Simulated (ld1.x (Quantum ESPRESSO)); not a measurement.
The numbers below are computed, except where a source is named.
Pseudopotentials across the periodic table

Generated with ld1.x 7.5 (TM, RRKJ, ultrasoft, PAW), atompaw 4.2 or ONCVPSP 4.0.1. The cutoff is in Ry: for ld1.x and atompaw files where the sum of valence levels is converged to 10 mRy in a Bessel basis, for ONCV files where the hardest occupied wave has 1 mHa per electron of residual kinetic energy. The error is the largest all-electron minus pseudo excitation energy over each file’s own four to seven test configurations (ionisations up to +4, promotions, holes and added fractions of an electron), all of which were solved. The labels leave out finer settings (local radius, basis sizes, second energies), which also bear on the numbers. Spin-polarised tests are not counted. The rows are a selection from randomly drawn settings: files with unsolved tests, undetermined cutoffs or missed reference levels are left out.

A true bound ghost makes a file unfit for plane-wave use even where its test errors are small: the radial tests pick states by their node count and pass the ghost by.

```tsv
element	potential	cutoff (Ry)	largest error (meV)	bound ghosts
P	RRKJ, PBE, scalar-relativistic, rc 1.40/1.80 (sp), local smoothed, core correction yes, reference 3s2 3p3	25	+236	none
Se	TM, BLYP, scalar-relativistic, rc 1.15/1.20 (sp), local s, core correction yes, reference 4s2 4p2.5	100	-93	p
Ag	TM, PW91, scalar-relativistic, rc 2.10/3.78/1.20 (spd), local s, core correction no, reference 4d10 5s0 5p1	80	-1569	none
Sn	TM, PBE, scalar-relativistic, rc 1.45/2.55/2.80 (spd), local d, core correction no, reference 5s2 5p2	45	+108	s, p
Ba	TM, Wu–Cohen, scalar-relativistic, rc 4.20/4.20/3.00/4.35 (spdf), local s, core correction yes, reference 5d0.5 6s1.5 6p0	8	-80	none
Pt	ultrasoft, Wu–Cohen, scalar-relativistic, rc 2.20/2.55/2.50 (spd), local smoothed, core correction no, reference 5d9 6s0.5 6p0	18	+37	none
```

Fill in the row for Sb: TM, PW91, scalar-relativistic, rc 1.60/2.35/1.05 (spd), local smoothed, core correction no, reference 4d10 5s2 5p3.

cutoff 110 Ry, largest error -132 meV, bound ghosts: s, p.
